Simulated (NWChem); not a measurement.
# HfH4O; SMILES [OH][HfH3]

Results from NWChem. def2 effective core potentials on Hf; no spin-orbit coupling. Each level has its own optimisation; frequencies are unscaled.

| level | r Hf–O (Å) | r H–Hf (Å) | r H–O (Å) | highest harmonic frequency (cm⁻¹) | lowest (cm⁻¹) | zero-point energy (kcal/mol) |
|---|---|---|---|---|---|---|
| PBE/def2-SVP | 1.896 | 1.867 | 0.967 | 3872 | 267 | 18.3 |
| BLYP/def2-SVP | 1.909 | 1.872 | 0.969 | 3829 | 268 | 18.2 |
| PBE0/def2-SVP | 1.890 | 1.857 | 0.956 | 4023 | 310 | 18.9 |
